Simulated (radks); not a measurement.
Coulomb parameter of the 5d shell of the hafnium ion Hf2+ in the model configuration [Xe] 4f14 5d1 6s1, as a second difference U = [E(n + 0.5) + E(n - 0.5) - 2 E(n)] / (0.5)^2 with all orbitals relaxed. "Bare": the charge of the atom changes with n. "Screened": the 6s shell takes up the change at fixed total charge, which measures U(5d,5d) + U(6s,6s) - 2 U(5d,6s). All-electron calculation, Dirac Kohn-Sham, PBEsol, spin-unpolarised, spherical densities, point nucleus; open shells are shared between the two j in proportion to 2j + 1. Program: a radial shooting solver on a logarithmic mesh with Libxc functionals.

case                   configuration  E - E(n) (eV)
start              [Xe] 4f14 5d1 6s1          0.000
bare +0.5        [Xe] 4f14 5d1.5 6s1         -8.050
bare -0.5        [Xe] 4f14 5d0.5 6s1         10.578
screened +0.5  [Xe] 4f14 5d1.5 6s0.5          0.121
screened -0.5  [Xe] 4f14 5d0.5 6s1.5          0.045

U(bare) = 10.112 eV, U(screened by 6s) = 0.663 eV.
